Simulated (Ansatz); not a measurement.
Consider the atomization: `N[SiH2]/N=C(/N)F` → C• + F• + 6 H• + 3 N• + Si•.

Isolated molecules relaxed with PBE0-D4/def2-TZVP in Ansatz; ΔE leaves out vibrations. CCSD(T)/CBS adds triple-zeta CCSD(T) − MP2 to the extrapolated MP2 energy (def2 sets, frozen cores). This one scheme is used for every species, atoms too. For atomizations the MP2-based limit and the directly extrapolated one differ by several kJ/mol either way, and by 10 to 25 for some Ge, Se and Sn compounds, so smaller differences from it don't rank the levels. Functionals use def2-TZVPP. HSE06 is defined as in plane-wave codes. No spin–orbit coupling; open shells (•) take unrestricted orbitals. Spin–orbit coupling would lower the free atoms: a little for C, F, Si. Each species was taken in one conformer, which may not be the lowest.

Question: What is ΔE at CCSD(T)/CBS? (Estimate.)

Answer: Computed: +4441.4 kJ/mol.

Question: What do these levels give: HSE06-D4, BHLYP-D4, ωB97X-V, ωB97M-V, PBE-QIDH, CAM-B3LYP, CCSD/def2-SVP, CCSD(T)/def2-SVP, MP2/def2-TZVPP, CCSD/def2-TZVPP, SCS-MP2/def2-QZVPP, HF/CBS(def2)? (Estimate.)

Answer: Ansatz gave: HSE06-D4 4461.5, BHLYP-D4 4290.0, ωB97X-V 4485.8, ωB97M-V 4481.5, PBE-QIDH 4388.2, CAM-B3LYP 4481.9, CCSD/def2-SVP 4037.4, CCSD(T)/def2-SVP 4094.1, MP2/def2-TZVPP 4383.0, CCSD/def2-TZVPP 4201.9, SCS-MP2/def2-QZVPP 4486.5, HF/CBS(def2) 2975.3 kJ/mol.

Largest T1 diagnostic among the species: 0.012.

Leaving LDA and LC-ωPBE aside and taking each functional with its dispersion term where it has one, the values, not all of them listed here, spread over 301.5 kJ/mol, from BHLYP-D4 to PBE-D4. LDA lies +639.4 kJ/mol from PBE without D4, its usual overbinding. From r2SCAN to r2SCAN0 (25 % exact exchange), in def2-TZVPP and without D4, ΔE moves by −105.5 kJ/mol: exact exchange takes away binding that semilocal exchange gives to molecules. In def2-TZVPP, CCSD(T) changes the Hartree–Fock value by +1323.5 kJ/mol (the triples alone add +84.0 kJ/mol) and MP2 by +1420.6 kJ/mol; breaking electron pairs costs correlation energy, which Hartree–Fock lacks.
